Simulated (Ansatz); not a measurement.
Coupled-cluster run, C₆H₄Ge (`C#[C][GeH]([C]#C)[C]#C`).

```yaml
crystal:
  periodic: [false, false, false]
  atoms:
    - {symbol: C, position_ang: [0.479364, -2.605336, 1.287090]}
    - {symbol: C, position_ang: [0.383421, -1.444732, 0.981941]}
    - {symbol: Ge, position_ang: [0.244710, 0.388995, 0.528720]}
    - {symbol: C, position_ang: [1.260221, 0.716019, -1.036200]}
    - {symbol: C, position_ang: [1.915524, 0.936593, -2.021716]}
    - {symbol: C, position_ang: [-1.570617, 0.803506, 0.182395]}
    - {symbol: C, position_ang: [-2.723777, 1.080428, -0.024617]}
    - {symbol: H, position_ang: [0.562356, -3.634324, 1.552808]}
    - {symbol: H, position_ang: [0.766301, 1.251090, 1.678771]}
    - {symbol: H, position_ang: [2.492968, 1.128615, -2.896925]}
    - {symbol: H, position_ang: [-3.744972, 1.322247, -0.211665]}
basis:
  gaussian: {orbitals: def2-SVP}
correlation: {method: ccsd_t}
```

```sh
$ ansatz run in.yaml --threads 4 --pin off --events-out ev --progress --plain --max-ram 11315MiB
```

The program prints (abridged):

```
Functional definition: HF
1393 factors; integrals over basis functions are off by at most 1.3e-3 eV
mean field evaluation 1: about -62698.6779 eV, gradient 3.6e1 eV
mean field evaluation 2: about -62698.8496 eV, gradient 3.5e1 eV
mean field evaluation 4: about -62702.7217 eV, gradient 4.6e0 eV
mean field evaluation 8: about -62702.7753 eV, gradient 4.1e-1 eV
mean field -62702.77574240 eV, -2304.2845070652 hartree, gradient 2.4e-6 eV, S^2 0.000000; 0 other end points of the search recorded, 0 dependent functions left out
15 core orbitals not correlated: weight in the atoms' cores, before any rotation towards them, 1.000 or more for the frozen orbitals, at most 0.000 for the correlated occupied ones
reference -62702.77574240 eV, -2304.2845070652 hartree; 21, 21 occupied and 100, 100 virtual orbitals, 1393 factors
second order -26.13801178 eV of doubles, -0.00000000 eV of singles
cycle   1  -25.80800447 eV  change    3.3e-1 eV  update   1.4e-1
cycle   2  -26.73081864 eV  change   -9.2e-1 eV  update   4.4e-2
cycle   3  -26.91641201 eV  change   -1.9e-1 eV  update   2.1e-2
cycle   4  -26.93805874 eV  change   -2.2e-2 eV  update   6.3e-3
cycle   5  -26.94487620 eV  change   -6.8e-3 eV  update   2.1e-3
cycle   6  -26.94527769 eV  change   -4.0e-4 eV  update   5.3e-4
cycle   7  -26.94565684 eV  change   -3.8e-4 eV  update   1.5e-4
cycle   8  -26.94581441 eV  change   -1.6e-4 eV  update   4.7e-5
cycle   9  -26.94581474 eV  change   -3.3e-7 eV  update   1.5e-5
perturbative correction -1.19112892 eV, -0.0437731806 hartree
Total energy: -62730.91268606 eV, -2305.3185206730 hartree
```

Hardware: 4 threads of an Intel Xeon Platinum 8259CL on a shared host. Wall time 15 s, peak host memory 1 GiB.

The correlation energy is -28.137 eV, 4.2 % of it from (T); the T1 diagnostic reads 0.0132.
